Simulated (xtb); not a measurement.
IrO4, SMILES [O]=[Ir+]1(=[O])[O][O]1, charge +1, multiplicity 1. All values are semi-empirical tight-binding results from xtb (GFN2-xTB unless named), good for trends rather than for accurate numbers. The structure is a stationary point at GFN2-xTB. The spin state was assumed, not searched.

Optimised geometry:

```xyz
5

Ir     0.0000     0.0000     0.1075
O      0.6266     0.0000    -1.5808
O     -0.6266     0.0000    -1.5808
O      0.0000    -1.2935     1.0635
O      0.0000     1.2935     1.0635
```
Charge +1, spin multiplicity 1.

For metal compounds this method's bond lengths and energies can be far off.

Question: Estimate the properties. (Estimate from the structure and the level; the computed values follow.)

Answer: 
```yaml
point_group_as_xtb_finds_it: C2v
orbital_gap: 1.34 eV
zero_point_energy: 7.4 kcal/mol
G − E(el) at 298.15 K (modified RRHO): -11.3 kcal/mol
```

Question: Give the atomic charges and the Wiberg bond orders between heavy atoms. (Estimate from the structure and the level; the computed values follow.)

Answer: charges (e) Ir1 0.88, O2 0.07, O3 0.07, O4 -0.01, O5 -0.01. Bond orders Ir1–O2 0.98, Ir1–O3 0.98, O2–O3 1.23, Ir1–O4 2.03, Ir1–O5 2.03, O4–O5 0.39.
